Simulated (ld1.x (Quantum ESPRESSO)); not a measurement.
Scattering properties, TM potential for Ga

- Element: gallium (Ga)
- Generator: ld1.x (Quantum ESPRESSO) 7.5
- Type: norm-conserving Troullier–Martins (Kleinman–Bylander form)
- Functional: PBE
- Relativity: non-relativistic
- Frozen core: [Ar]
- Valence charge: 13
- Reference configuration: 3d10 4s1 4p2
- Partial waves: 4s (bound): rc 1.50 bohr; 4p (bound): rc 1.85 bohr; 3d (bound): rc 1.15 bohr
- Local potential: the d channel
- Core correction: Bessel-smoothed model core, default radius (core density twice the valence density)

The phase is arctan(r·u′/u) with u = r·R(r), unwrapped; energies in Ry, scanned from -4 to 5 Ry. A pole is an energy at which the radial function vanishes at the test radius. The pseudo phase is shifted by a multiple of π to meet the all-electron one at the reference energy, and phase errors are pseudo minus all-electron; the curves can meet again beyond the range given. Levels narrower than the energy grid can be missing from the lists of poles.

```tsv
channel	radius (bohr)	reference energy (Ry)	poles, all-electron	poles, pseudo	unbroken range about the reference energy with phases within 0.05 rad	phase error 1 Ry above the reference energy (rad)
s	2.01	-0.72	2.72	2.14	below 2.2	-0.011
p	2.01	-0.25	4.13	3.73	the whole range	-0.013
d	2.01	-1.59	-1.43	-1.43	below 1.5	+0.003
```

Note: ghost states, extra bound levels that the all-electron valence spectrum of the same l lacks: s at -367.1 eV, p at -158.3 eV. A true bound ghost makes a file unfit for plane-wave use.

Phases in the p channel:

| E (Ry) | all-electron | pseudo |
| --- | --- | --- |
| -4.00 | 1.296 | 1.291 |
| -3.76 | 1.285 | 1.281 |
| -3.52 | 1.273 | 1.269 |
| -3.28 | 1.260 | 1.256 |
| -3.04 | 1.245 | 1.241 |
| -2.80 | 1.228 | 1.224 |
| -2.56 | 1.209 | 1.205 |
| -2.32 | 1.186 | 1.183 |
| -2.08 | 1.159 | 1.156 |
| -1.84 | 1.128 | 1.125 |
| -1.60 | 1.089 | 1.086 |
| -1.36 | 1.041 | 1.039 |
| -1.12 | 0.980 | 0.978 |
| -0.88 | 0.901 | 0.899 |
| -0.64 | 0.794 | 0.793 |
| -0.40 | 0.647 | 0.647 |
| -0.16 | 0.442 | 0.442 |
| 0.08 | 0.167 | 0.165 |
| 0.32 | -0.164 | -0.169 |
| 0.56 | -0.488 | -0.498 |
| 0.80 | -0.753 | -0.767 |
| 1.04 | -0.949 | -0.964 |
| 1.28 | -1.089 | -1.105 |
| 1.52 | -1.191 | -1.208 |
| 1.76 | -1.268 | -1.286 |
| 2.00 | -1.328 | -1.346 |
| 2.24 | -1.375 | -1.394 |
| 2.48 | -1.414 | -1.434 |
| 2.72 | -1.447 | -1.468 |
| 2.96 | -1.475 | -1.497 |
| 3.20 | -1.499 | -1.523 |
| 3.44 | -1.520 | -1.546 |
| 3.68 | -1.539 | -1.567 |
| 3.92 | -1.557 | -1.587 |
| 4.16 | -1.573 | -1.606 |
| 4.40 | -1.588 | -1.624 |
| 4.64 | -1.602 | -1.643 |
| 4.88 | -1.616 | -1.661 |
